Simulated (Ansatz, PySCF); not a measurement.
Molecule: SrF₂, charge -1, multiplicity 2. 
Geometry from a B3LYP-D3(BJ)/def2-TZVP (Ansatz, an electronic-structure program) optimisation:
```
Sr
F 1 2.1984
F 1 2.1984 2 117.65
```
Charge -1, spin multiplicity 2.

Total electronic energies in hartree. Valence correlation only, unless marked. UHF or UKS for open shells. No spin-orbit coupling. Frozen are the shells of the preceding noble gas and the d and f shells that filled before the atom's block. The outer core of K, Ca and their heavier congeners is not correlated, a term that matters for these elements. In def2 rows, elements after Kr have scalar-relativistic effective core potentials. CBS marks a two-point X^-3 extrapolation of the correlation energy; Hartree-Fock from the larger set. [CCSD(T)-MP2]/basis is that difference in the basis named.

```json
[
 {"level": "HF/def2-TZVPD", "program": "PySCF", "energy (Eh)": "-229.48627"},
 {"level": "RI-HF/def2-QZVPP", "program": "Ansatz", "energy (Eh)": "-229.49835"},
 {"level": "RI-HF/def2-QZVPPD", "program": "Ansatz", "energy (Eh)": "-229.49906"},
 {"level": "BLYP-D3(BJ)/def2-TZVPD", "program": "Ansatz + dftd3", "energy (Eh)": "-230.63274"},
 {"level": "BLYP-D4/def2-TZVPD", "program": "Ansatz + dftd4", "energy (Eh)": "-230.63399"},
 {"level": "BLYP/def2-TZVPD", "program": "Ansatz", "energy (Eh)": "-230.63077"},
 {"level": "BP86-D4/def2-TZVPD", "program": "PySCF + dftd4", "energy (Eh)": "-230.71865"},
 {"level": "B3LYP-D3(BJ)/def2-TZVPD", "program": "Ansatz + dftd3", "energy (Eh)": "-230.68981"},
 {"level": "PBE0-D3(BJ)/def2-TZVPD", "program": "Ansatz + dftd3", "energy (Eh)": "-230.47039"},
 {"level": "PBE0-D4/def2-TZVP", "program": "Ansatz + dftd4", "energy (Eh)": "-230.46457"},
 {"level": "TPSSh/def2-TZVPD", "program": "PySCF", "energy (Eh)": "-230.65258"},
 {"level": "M06-2X/def2-TZVPD", "program": "PySCF", "energy (Eh)": "-230.52301"},
 {"level": "CAM-B3LYP/def2-TZVPD", "program": "Ansatz", "energy (Eh)": "-230.60242"},
 {"level": "B2PLYP-D3(BJ)/def2-TZVPD", "program": "Ansatz + dftd3", "energy (Eh)": "-230.44878"},
 {"level": "MP2/def2-TZVPPD", "program": "Ansatz", "energy (Eh)": "-230.05008"},
 {"level": "RI-MP2/CBS(def2-TZVPPD,def2-QZVPPD)", "program": "Ansatz", "energy (Eh)": "-230.1473"},
 {"level": "SCS-MP2/def2-TZVPPD", "program": "Ansatz", "energy (Eh)": "-230.03270"},
 {"level": "SCS-MP2/def2-QZVPPD", "program": "Ansatz", "energy (Eh)": "-230.09711"},
 {"level": "CCSD/def2-TZVPP", "program": "Ansatz", "energy (Eh)": "-230.02950"},
 {"level": "CCSD(T)/def2-TZVPPD", "program": "Ansatz", "energy (Eh)": "-230.06016"},
 {"level": "CCSD(T)/def2-QZVPP", "program": "Ansatz", "energy (Eh)": "-230.11683"},
 {"level": "RI-MP2/CBS(def2-TZVPPD,def2-QZVPPD)+[CCSD(T)-MP2]/def2-QZVPPD", "program": "Ansatz", "energy (Eh)": "-230.1561"},
 {"level": "CCSD(T)/CBS(def2-TZVPPD,def2-QZVPPD)", "program": "Ansatz", "energy (Eh)": "-230.1554"}
]
```

Totals of different functionals don't rank their quality; only differences between species are comparable.
